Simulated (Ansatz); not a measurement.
## Worked example: CHBr2I + GeH3 → CHBrI + GeH3Br

Species: CHBr2I (dibromoiodomethane) `BrC(Br)I`, singlet; GeH3 `[GeH3]`, doublet; CHBrI `Br[CH]I`, doublet; GeH3Br `[GeH3][Br]`, singlet. A radical takes Br: the energy is the difference in strength between the C–Br bond broken and the Ge–Br bond made.

Shapes, held fixed at every level: PBE0-D4/def2-TZVP. Programs: Ansatz 0.2.0. The zero-point and thermal change to 298 K, harmonic and unscaled (PBE0-D4/def2-TZVP), is 0.0 kJ/mol.

At CCSD(T)/def2-TZVPP; 1 Eh = 2625.50 kJ/mol:

```
species   energy (Eh)
 CHBr2I  -5481.173576
   GeH3  -2077.343756
  CHBrI  -2908.412620
 GeH3Br  -4650.143558
```

Q: Work out ΔH(298 K) of the reaction at this level.

A: 
1. Products less reactants: (-2908.412620) + (-4650.143558) − [(-5481.173576) + (-2077.343756)] = -0.038846 Eh = -102.0 kJ/mol.
2. With the thermal change: -102.0 + (0.0) = -102.0 kJ/mol.

Other levels give -145.8 (HF/def2-TZVPP) to -82.9 kJ/mol (MP2/def2-TZVPP). No measured value is set beside it here. Open shells run unrestricted unless RO is named. For atoms past krypton def2 sets carry core potentials with scalar relativity. Relativity is left out for Br, Ge unless named. Correlated rows may include outer-core shells of Br, Ge, I, which these sets cover unevenly.
